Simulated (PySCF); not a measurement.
FIn, charge +1, doublet, geometry from GFN2-xTB (such geometries of metal compounds can be far from the true shape) (a state made from the parent by changing its charge; the spin is typed, not shown lowest) (all electrons, no relativity).

PySCF was given this input:
```python
from pyscf import gto, scf, dft

mol = gto.Mole()
mol.atom = '''
    In   -0.000000   -0.000000   -0.354956
    F     0.000000    0.000000    1.932536
'''
mol.basis = 'sto-3g'
mol.charge = 1
mol.spin = 1
mol.verbose = 4
mol.build()

mf = dft.UKS(mol)
mf.xc = 'o3lyp'
mf.kernel()
```

Q: What nuclear repulsion energy does O3LYP/STO-3G in PySCF give?

A: 102.0188 Eh

Q: Give the total energy at the level O3LYP/STO-3G.

A: -5784.4876 Eh

Q: Predict the <S^2> from O3LYP/STO-3G.

A: 0.769

Q: What is the computed number of basis functions (O3LYP/STO-3G)?

A: 32

These values belong to the state on which the SCF converged, which isn't shown to be the lowest.
